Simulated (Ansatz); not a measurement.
One change: `C[O][Sc]([OH])[OH]` becomes `[OH][Sc]([OH])[O][SiH3]`.

Ansatz, PBE0-D4/def2-TZVP geometries, multiplicity 1. Each molecule was computed in one conformer, which needn't be the lowest.

Scalar relativity is left out up to krypton.

```
                                        property  `C[O][Sc]([OH])[OH]`
             LUMO energy (B3LYP/def2-TZVPP) / eV                 -1.72
size of the dipole moment (B3LYP/def2-TZVPP) / D                  0.05
           LUMO energy (ωB97M-V/def2-TZVPP) / eV                  0.06
               LUMO energy (PBE/def2-TZVPP) / eV                 -2.25
  size of the dipole moment (PBE/def2-TZVPP) / D                  0.04
              HOMO energy (PBE0/def2-TZVPP) / eV                 -7.54
```

Q: What does the change do to each property? (Best estimate.)

A: Computed: 
```
                                        property  `[OH][Sc]([OH])[O][SiH3]`  shift
             LUMO energy (B3LYP/def2-TZVPP) / eV                      -2.06  -0.34
size of the dipole moment (B3LYP/def2-TZVPP) / D                       2.16   2.11
           LUMO energy (ωB97M-V/def2-TZVPP) / eV                      -0.22  -0.28
               LUMO energy (PBE/def2-TZVPP) / eV                      -2.61  -0.36
  size of the dipole moment (PBE/def2-TZVPP) / D                       2.20   2.16
              HOMO energy (PBE0/def2-TZVPP) / eV                      -8.16  -0.62
```

With PBE0 the HOMO falls by 0.62 eV and the LUMO falls by 0.32 eV, so the gap widens by about 0.30 eV. PBE moves the HOMO by -0.68 eV and ωB97M-V by -0.55 eV. Dipoles are sizes alone; their direction can turn.

B3LYP here is the variant with VWN-RPA as its local correlation; programs differ in this.
